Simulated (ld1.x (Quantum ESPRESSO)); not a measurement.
# cadmium: excitation energies, all-electron against TM

Cd, norm-conserving Troullier–Martins (Kleinman–Bylander form), made with ld1.x (Quantum ESPRESSO) 7.5 (LDA (PZ), scalar-relativistic). Core [Kr], reference 4d10 5s2 5p0. Waves: 5s (bound): rc 2.15 bohr; 5p (bound, empty): rc 3.05 bohr; 4d (bound): rc 1.30 bohr. Local part: all-electron potential smoothed inside 2.35 bohr (lloc = -2). Core correction: none.

Energies are relative to the spin-unpolarised reference configuration 4d10 5s2 5p0; without spin polarisation the order of configurations can differ from experiment. Spin-polarised rows fill each open shell by Hund’s rule, majority spin first.

```csv
valence configuration,charge,ΔE all-electron (eV),error AE − PS (meV)
4d10 5s1 5p0,+1,9.628,-2.1
4d9 5s0 5p0,+3,65.404,-57
4d9 5s2 5p0,+1,18.146,-105
4d9 5s2 5p1,0,12.594,-134
4d10 5s1 5p1,0,4.790,+0.2
4d10 5s1 5p0 (spin-polarised),+1,9.439,+3.4
4d9 5s0 5p0 (spin-polarised),+3,65.228,+63
```

(1) What are ΔE and the potential's error for 4d10 5s0 5p0?

(2) What are ΔE and the potential's error for 4d10 5s0 5p1?

Levels in the configuration 4d10 5s0 5p0:

```csv
level,all-electron (eV),pseudo (eV)
4d,-30.706,-30.617
```

Answers

(1) ΔE = 27.148 eV all-electron; the error (AE − PS) is -8.8 meV.

(2) ΔE = 15.535 eV all-electron; the error (AE − PS) is +6.1 meV.
